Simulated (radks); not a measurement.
Excited configurations of V IV: one electron is placed in a higher orbital outside [Ar] 3d1. The ground configuration is [Ar] 3d2. All-electron calculation, non-relativistic Kohn-Sham, BLYP, spin-polarised, spherical densities, point nucleus; open shells are filled with parallel spins first. Program: a radial shooting solver on a logarithmic mesh with Libxc functionals. Excitation = E - E(ground); binding = E(ion) - E, where the ion is the core of charge +4; n* = 4/sqrt(2 binding) in atomic units, and the quantum defect is n - n*.

outer orbital  excitation (eV)  binding (eV)     n*  quantum defect  eigenvalue (eV)
4p                      17.814        28.995  2.740           1.260          -25.251
4d                      26.669        20.140  3.288           0.712          -17.291
4f                      32.645        14.164  3.920           0.080          -11.883
5s                      28.682        18.127  3.465           1.535          -16.176
5p                      31.004        15.805  3.711           1.289          -14.007
6s                      35.677        11.131  4.422           1.578           -9.987
6p                      36.803        10.006  4.664           1.336           -8.941
6d                      38.608         8.201  5.152           0.848           -7.267
6f                      40.063         6.746  5.681           0.319           -5.919
7s                      39.232         7.577  5.360           1.640           -6.806
7d                      40.906         5.903  6.073           0.927           -5.268
7f                      41.776         5.033  6.577           0.423           -4.459

The Delta-SCF ionisation energy is 46.809 eV (NIST Atomic Spectra Database: 46.709 eV, measured). Self-interaction in the functional shifts the binding energies and quantum defects, so they are the method's values and not measured ones. Open shells are spherical and high-spin; term and fine-structure splittings are not resolved.
